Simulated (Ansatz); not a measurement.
Mg₄H₁₄S₄⁺. Total charge 1; doublet. Geometry r2SCAN-D4/def2-SVP, that of the neutral singlet; atoms count from 1.

```xyz
22

Mg    0.8267   -0.5331   -3.2264
S     1.5227    1.7476   -1.5539
Mg   -2.3219    0.6146    0.2511
S    -1.4312   -0.5204   -1.9461
S    -0.0957    0.3311    3.6541
Mg    0.9098    1.3227    1.1670
Mg   -1.4046   -2.3595   -0.1605
S     1.0740   -1.3837    0.6605
H     0.7711   -0.3552   -4.9318
H     1.8166   -0.9637   -1.8200
H     1.5157    3.1087   -1.5997
H     2.8708    1.6684   -1.5669
H    -0.7803    1.5633    0.6242
H    -3.9008    1.2829    0.3889
H    -2.4759   -0.7640   -2.7665
H    -1.4247    0.5759    3.5956
H     0.1827    1.4772    4.3151
H     2.2931    2.0382    1.8971
H    -1.4839   -4.0596   -0.2862
H    -1.8584   -1.0606    1.0802
H     2.2718   -1.8776    0.2845
H     1.1226   -1.8531    1.9397
```

Question: Estimate the Mulliken populations from the PBE0/def2-SVP orbitals of Ansatz.

Answer: 
| atom | charge (e) | spin (α − β) |
| --- | --- | --- |
| Mg1 | 0.39 | 0.00 |
| S2 | -0.10 | 0.01 |
| Mg3 | 0.35 | 0.02 |
| S4 | -0.50 | 0.00 |
| S5 | -0.08 | 0.02 |
| Mg6 | 0.24 | 0.01 |
| Mg7 | 0.42 | 0.01 |
| S8 | -0.12 | 0.00 |
| H9 | -0.02 | 0.27 |
| H10 | -0.20 | 0.17 |
| H11 | 0.16 | 0.00 |
| H12 | 0.17 | 0.00 |
| H13 | -0.23 | 0.00 |
| H14 | -0.04 | 0.23 |
| H15 | 0.18 | 0.00 |
| H16 | 0.15 | 0.00 |
| H17 | 0.16 | 0.00 |
| H18 | -0.05 | 0.09 |
| H19 | -0.06 | 0.10 |
| H20 | -0.20 | 0.05 |
| H21 | 0.19 | 0.00 |
| H22 | 0.18 | 0.00 |
Mulliken values and Mayer orders depend strongly on the basis.

Question: Where does the spin sit?

Answer: Summed by element: Mg 0.05, S 0.03, H 0.93, of 1 unpaired in all. Largest on single atoms: H9 0.27, H14 0.23, H10 0.17.

Question: And the Mayer bond orders between bonded heavy atoms (over 0.3)?

Answer: Mg1–S4 0.37 (2.60 Å); Mg3–S4 0.34 (2.63 Å); S4–Mg7 0.42 (2.56 Å); S5–Mg6 0.33 (2.86 Å).
